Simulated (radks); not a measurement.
The numbers below are computed, except where a source is named.
All-electron atom: the rhenium ion Re12+ in [Kr] 4d10 4f13 5s2 5p2. Level of theory: scalar-relativistic Kohn-Sham, LDA (Slater exchange, VWN5 correlation), spin-polarised, spherical densities, finite nucleus; open shells are filled with parallel spins first (spin-orbit coupling, left out, can overturn this in heavy ions); Fermi nuclear charge, rms radius 5.3698 fm (a radial shooting solver on a logarithmic mesh with Libxc functionals).

Unscreened Slater integrals over Kohn-Sham orbitals (hartree). They are taken over the spin-up orbitals.

integral,value
"F0(5p,5p)",0.85786
"F2(5p,5p)",0.46877
"F0(5p,4f)",1.0368
"F2(5p,4f)",0.34938
"G2(5p,4f)",0.13781
"G4(5p,4f)",0.11808
"F0(5p,5s)",0.89590
"G1(5p,5s)",0.60937
"F0(5p,4d)",1.0536
"F2(5p,4d)",0.32940
"G1(5p,4d)",0.094209
"G3(5p,4d)",0.094160
"F0(4f,4f)",1.6795
"F2(4f,4f)",0.83310
"F4(4f,4f)",0.53010
"F6(4f,4f)",0.38353
"F0(4f,5s)",1.1178
"G3(4f,5s)",0.16423
"F0(4f,4d)",1.7376
"F2(4f,4d)",0.85645
"F4(4f,4d)",0.55237
"G1(4f,4d)",0.98807
"G3(4f,4d)",0.63503
"G5(4f,4d)",0.45307
"F0(5s,5s)",0.94211
"F0(5s,4d)",1.1385
"G2(5s,4d)",0.12750
"F0(4d,4d)",1.8172
"F2(4d,4d)",0.92460
"F4(4d,4d)",0.62035

Derived for the open shells (J is the average intra-shell exchange parameter used in DFT+U). 4f: F4/F2 = 0.636, F6/F2 = 0.460, J = (286 F2 + 195 F4 + 250 F6)/6435 = 0.06799 hartree. 5p: J = F2/5 = 0.09375 hartree.
